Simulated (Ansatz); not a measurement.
# triplet C: levels of theory in one basis

A single C atom.

Basis set: cc-pVTZ (spherical functions). Left uncorrelated: 1 orbital. Correlation on ROHF uses semicanonical orbitals with singles. Charge 0, multiplicity 3.

Computed with Ansatz (development build ahead of 0.2.0); each method stands on the lowest determinant of its kind that the runs found.

```
      method  E − E(ROHF) (eV)  <S²> of the determinant
        ROHF              0.00                     2.00
         UHF             -0.13                     2.01
    ROHF-MP2             -1.95                        –
     UHF-MP2             -1.95                     2.01
   ROHF-CCSD             -2.50                        –
    UHF-CCSD             -2.50                     2.01
ROHF-CCSD(T)             -2.56                        –
 UHF-CCSD(T)             -2.56                     2.01
 UHF-BCCD(T)             -2.56                     2.01
  ROHF-CCSDT             -2.57                        –
   UHF-CCSDT             -2.57                     2.01
```

Is a single determinant a sound starting point here?

By this sign, yes. Unrestricted orbitals gain 0.13 eV and <S²> is 2.01 against 2.00 for a pure state.
